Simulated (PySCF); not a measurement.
**Structure elucidation problem**

Molecular formula: C₃H₉NOSi. Simulated spectra:

¹H NMR (600 MHz, computed): δ 8.71 (d, 1H), 5.04 (s, 3H), 4.40 (m, 1H), 4.00 (br s, 1H), 1.23 (d, 3H).

¹³C{¹H} NMR (computed): δ 186.3 (CH), 75.1 (CH), 22.8 (CH3).

[PySCF: shieldings: GIAO PBE0/pcSseg-1; geometry: GFN2-xTB; relativity neglected; one conformer; one averaged value for each set of equivalent atoms; no solvent model]

Shifts are taken against calculated references (same method and geometry level): ¹H (σ = 31.72 ppm), ¹³C (σ = 186.93 ppm) against TMS.

Q: What is the structure?

A: 
- Rings plus π bonds: 1 (no ring in the answer).
- 3 carbon signals for 3 carbons: no two carbons are equivalent.
- Carbon types of the structure: 2 × CH, 1 × CH3, leaving 4 H on heteroatoms.
- δC 186.3: C=N carbon.
- δC 75.1: sp3 CH bonded to O; pulled downfield by the heteroatom.
- δC 22.8: methyl carbon; aliphatic region, no heteroatom directly attached.
- δH 8.71: hydrogen on a C=N carbon.
- δH 4.40: hydrogen on an sp3 CH bonded to O; its carbon carries O, hence the downfield position.
- δH 4.00: hydrogen on an alcohol oxygen; exchangeable; this is the value without hydrogen bonding to other molecules.
- δH 1.23: hydrogen on a methyl carbon.

The compound is SMILES [SiH3]/N=C/[C@@H](C)O.

The data come from this structure; uniqueness wasn't tested.

The OH or NH signal is concentration- and solvent-dependent in practice; the value given is the gas-phase one. Shifts are as computed. Against solution values, carbons near 30 ppm lie about +3 ppm off and those near 130 ppm about +5 ppm. Of 1309 compounds with measured shifts, 239 miss one by over three times the rms of a fit or turn the order of signals round; such compounds aren't used in these exercises. No couplings were computed; multiplicities are counted from neighbouring protons, with m where these are inequivalent, close in shift, in a saturated or five-membered ring or joined by F or P, and br s for small geminal =CH2 splittings.
